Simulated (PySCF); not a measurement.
Two-dimensional NMR puzzle

Compound of formula C3H11NOSi2. Correlations simulated from computed shifts and the bond graph:

HSQC (one-bond C–H):
```csv
δH,δC
2.39,39.7
0.53,4.0
```

HMBC (two and three bonds, from the bond graph):
```csv
δH,δC
3.26,"247.4, 4.0"
2.39,247.4
0.53,247.4
```

Carbons without hydrogens: δ 247.4.

Isolated molecule, relativity neglected, one averaged value for each set of equivalent atoms, one conformer. Shieldings: GIAO PBE0/pcSseg-1; structure optimised with GFN2-xTB; PySCF 2.14.

Referencing at the same level of theory: TMS for ¹H (σref 31.72), ¹³C (σref 186.93).

Exchangeable hydrogens are left out of these lists.

Assemble the structure.

Answers

`CC(=O)[Si@](C)(N)[SiH3]`.

Atoms are numbered as in `[CH3:1][C:2](=[O:3])[Si@:4]([CH3:5])([NH2:6])[SiH3:7]` (H(Xn): hydrogen on atom n).

1. δC 247.4 is C2, a carbonyl carbon.
2. δC 39.7 is C1, a methyl carbon α to a carbonyl (δH 2.39).
3. δC 4.0 is C5, a methyl carbon bonded to Si (δH 0.53).
4. HMBC from δH 3.26 reaches the proton-free carbon C2.
5. HMBC from δH 2.39 reaches the proton-free carbon C2.
6. HMBC from δH 0.53 reaches the proton-free carbon C2.

The shifts were computed for this structure.

Exchangeable OH/NH protons stand at their gas-phase positions; hydrogen bonding in a real sample shifts them, mostly to higher δ. Shifts are as computed. Against solution values, carbons near 30 ppm lie about +3 ppm off and those near 130 ppm about +5 ppm. Of 1309 compounds with measured shifts, 239 miss one by over three times the rms of a fit or turn the order of signals round; such compounds aren't used in these exercises.
